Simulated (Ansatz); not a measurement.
Pb2S5⁻. Charge -1, multiplicity 2. Geometry PBE-D4/def2-SVPD, basis def2-SVP, Ansatz.

```xyz
7

Pb    1.4332    0.9386    1.3319
Pb    0.0130   -1.6550   -1.4031
S    -0.0544    2.2210   -0.5579
S     2.1645   -1.0723   -0.1068
S    -1.0247    0.0038    2.0486
S    -0.7805    0.8919   -1.9609
S    -1.7511   -1.3281    0.6484
```

```csv
run,HOMO (eV),LUMO (eV)
A,-0.16,0.33
B,-0.49,-0.09
C,-1.46,0.48
D,-0.77,-0.05
```

In the def2 sets Pb takes a core potential; there is no spin–orbit coupling. The structure comes from a short search, and lower isomers may exist.

HOMO and LUMO are taken over both spins.

Problem. The runs used BLYP, LDA (SPW92), PBE0, r2SCAN. Estimate which is which.

Solution. A BLYP (0 % exact exchange); B LDA (SPW92) (0 % exact exchange); C PBE0 (25 % exact exchange); D r2SCAN (0 % exact exchange). Exact exchange lowers occupied and raises empty levels; among semilocal functionals meta-GGAs tend to open the gap a little, and such runs are hard to tell apart. The gap grows from 0.40 eV (LDA (SPW92)) to 1.94 eV (PBE0).
